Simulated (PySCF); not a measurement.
Atom-mapped SMILES (the numbers label the heavy atoms): `[O:1]=[C:2]([F:3])[c:4]1[o:5][cH:6][cH:7][c:8]1[F:9]`. Each H is labelled by its parent atom.

PySCF calculation with GFN2-xTB structure and GIAO PBE0/pcSseg-1 shieldings; single conformer, isolated molecule, relativity neglected.

Chemical shifts δ = σref − σ; TMS for 13C (186.93 ppm), 1H (31.72 ppm); H2O for 17O (336.08 ppm); 19F (170.95 ppm) vs CFCl3, all at this level.

```tsv
atoms	nucleus	count	δ (ppm)
O1	17O	1	418.5
C8	13C	1	173.7
H(C6)	1H	1	7.53
F3	19F	1	?
O5	17O	1	281.7
C2	13C	1	154.3
H(C7)	1H	1	6.70
C6	13C	1	151.5
F9	19F	1	-142.7
C4	13C	1	?
C7	13C	1	?
```

Question: Complete the table.

Answer: 
- C4: 131.2 ppm, substituted aromatic carbon next to the ring oxygen
- C7: 111.6 ppm, aromatic CH
- F3: 28.0 ppm, fluorine bonded to C

Shifts are as computed. Against solution values, carbons near 30 ppm lie about +3 ppm off and those near 130 ppm about +5 ppm. Of 1211 compounds with measured shifts, 218 miss one by over three times the rms of a fit or turn the order of signals round; such compounds aren't used in these exercises. Unscaled 19F shifts against computed CFCl3 carry errors that often reach 10 to 50 ppm. Unscaled 17O shifts of doubly bonded oxygen tend to come out too high, by tens of ppm or more. Experimental scales use liquid or dissolved standards, which lie at an offset from isolated H2O (liquid H2O: subtract about 36 ppm).
